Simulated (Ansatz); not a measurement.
Ansatz results at the PBE0-D4/def2-TZVP geometry: HOMO energy (PBE0/def2-TZVPP) -7.09 eV; size of the dipole moment (B3LYP/def2-TZVPP) 2.77 D; HOMO–LUMO gap (B3LYP/def2-TZVPP) 6.20 eV.

Each molecule was computed in one conformer, which needn't be the lowest.

(1) Which molecule gave them?
A. `FB(Cl)C[SiH3]`
B. `[AlH2][CH]([AlH2])[GeH3]`
C. `FC[SiH2][NH][AlH2]`
D. `O=CC(F)[SiH2]Cl`

## Answers

(1) C. The others give `FB(Cl)C[SiH3]`: -9.11, 1.69, 7.97; `[AlH2][CH]([AlH2])[GeH3]`: -7.84, 0.74, 5.45; `O=CC(F)[SiH2]Cl`: -8.01, 0.32, 5.99.

B3LYP here is the variant with VWN-RPA as its local correlation; programs differ in this.
